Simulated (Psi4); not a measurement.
C2H6N (SMILES C[CH]N), doublet, at a GFN2-xTB geometry; HF/def2-SVP in Psi4.

Psi4 was given this input:
```
memory 2 GB

molecule {
0 2
  C    -1.24102663    0.21832096    0.05808953
  C     0.04187806   -0.52789987    0.05079988
  N     1.22703780    0.19702767   -0.12900707
  H    -2.03841948   -0.41392474    0.44464473
  H    -1.16376074    1.10673607    0.68627095
  H    -1.54178267    0.55252764   -0.94477418
  H     0.06280098   -1.52863019   -0.34799316
  H     1.22149345    1.09300043    0.34134908
  H     2.06529520   -0.33142950    0.07021572
}

set basis def2-svp
set reference uhf
set damping_percentage 50

energy('scf')
print_variables()
```

It wrote (shortened):

```
   => Loading Basis Set <=

    Name: DEF2-SVP
    Role: ORBITAL
    Keyword: BASIS

         ---------------------------------------------------------
                                   SCF
               by Justin Turney, Rob Parrish, Andy Simmonett
                          and Daniel G. A. Smith
                              UHF Reference
         ---------------------------------------------------------

  ==> Geometry <==

    Molecular point group: c1
    Full point group: C1

    Geometry (in Angstrom), charge = 0, multiplicity = 2:

       Center              X                  Y                   Z               Mass
    ------------   -----------------  -----------------  -----------------  -----------------
         C           -1.272518871587     0.229079901012     0.063723022364    12.000000000000
         C            0.010385818413    -0.517140928988     0.056433372364    12.000000000000
         N            1.195545558413     0.207786611012    -0.123373577636    14.003074004430
         H           -2.069911721587    -0.403165798988     0.450278222364     1.007825032230
         H           -1.195252981587     1.117495011012     0.691904442364     1.007825032230
         H           -1.573274911587     0.563286581012    -0.939140687636     1.007825032230
         H            0.031308738413    -1.517871248988    -0.342359667636     1.007825032230
         H            1.190001208413     1.103759371012     0.346982572364     1.007825032230
         H            2.033802958413    -0.320670558988     0.075849212364     1.007825032230

  Running in c1 symmetry.

  Rotational constants: A =      1.42929  B =      0.30418  C =      0.26631 [cm^-1]
  Rotational constants: A =  42849.05777  B =   9119.22065  C =   7983.69946 [MHz]
  Nuclear repulsion =   76.513184394545661

  Charge       = 0
  Multiplicity = 2
  Electrons    = 25
  Nalpha       = 13
  Nbeta        = 12

  ==> Algorithm <==

  SCF Algorithm Type is DF.
  DIIS enabled.
  MOM disabled.
  Fractional occupation disabled.
  Guess Type is SAD.
  Energy threshold   = 1.00e-06
  Density threshold  = 1.00e-06
  Integral threshold = 1.00e-12

  ==> Primary Basis <==

  Basis Set: DEF2-SVP
    Blend: DEF2-SVP
    Number of shells: 36
    Number of basis functions: 72
    Number of Cartesian functions: 75
    Spherical Harmonics?: true
    Max angular momentum: 2

   => Loading Basis Set <=

    Name: (DEF2-SVP AUX)
    Role: JKFIT
    Keyword: DF_BASIS_SCF

  ==> Integral Setup <==

[...]
   @DF-UHF iter  89:  -133.53504306881482    2.63897e-05   7.53033e-06 DIIS/DAMP=50%
   @DF-UHF iter  90:  -133.53499805233301    4.50165e-05   1.11075e-05 DIIS/DAMP=50%
   @DF-UHF iter  91:  -133.53500312375323   -5.07142e-06   1.28735e-05 DIIS/DAMP=50%
   @DF-UHF iter  92:  -133.53485125338469    1.51870e-04   1.58309e-05 DIIS/DAMP=50%
   @DF-UHF iter  93:  -133.53480541844476    4.58349e-05   1.81083e-05 DIIS/DAMP=50%
   @DF-UHF iter  94:  -133.53491777513142   -1.12357e-04   4.01300e-05 DIIS/DAMP=50%
   @DF-UHF iter  95:  -133.53501731835209   -9.95432e-05   5.11596e-05 DIIS/DAMP=50%
   @DF-UHF iter  96:  -133.53503987305785   -2.25547e-05   6.12329e-05 DIIS/DAMP=50%
   @DF-UHF iter  97:  -133.53506861045457   -2.87374e-05   5.89263e-05 DIIS/DAMP=50%
   @DF-UHF iter  98:  -133.53504029990785    2.83105e-05   5.32303e-05 DIIS/DAMP=50%
   @DF-UHF iter  99:  -133.53508882278470   -4.85229e-05   5.15048e-05 DIIS/DAMP=50%
   @DF-UHF iter 100:  -133.53509026432479   -1.44154e-06   4.95158e-05 DIIS/DAMP=50%

PsiException: Could not converge SCF iterations in 100 iterations.

  Failed to converge.

Traceback (most recent call last):
  File "psi4", line 375, in <module>
  File "<string>", line 31, in <module>
  File "site-packages/psi4/driver/driver.py", line 533, in energy
  File "site-packages/psi4/driver/procrouting/proc.py", line 2760, in run_scf
  File "site-packages/psi4/driver/procrouting/proc.py", line 2047, in scf_helper
  File "site-packages/psi4/driver/procrouting/scf_proc/scf_iterator.py", line 93, in scf_compute_energy
  File "site-packages/psi4/driver/procrouting/scf_proc/scf_iterator.py", line 86, in scf_compute_energy
  File "site-packages/psi4/driver/procrouting/scf_proc/scf_iterator.py", line 609, in scf_iterate

psi4.driver.p4util.exceptions.SCFConvergenceError: Could not converge SCF iterations in 100 iterations.

Printing out the relevant lines from the Psithon --> Python processed input file:
    """)
    core.IO.set_default_namespace("")
    core.set_global_option("BASIS", "def2-svp")
    core.set_global_option("REFERENCE", "uhf")
    core.set_global_option("DAMPING_PERCENTAGE", 50)
--> energy('scf')
    print_variables()

!-------------------------------------------------------!
!                                                       !
!  Could not converge SCF iterations in 100 iterations. !
!                                                       !
!-------------------------------------------------------!
```

The run did not converge; its last values are not results.
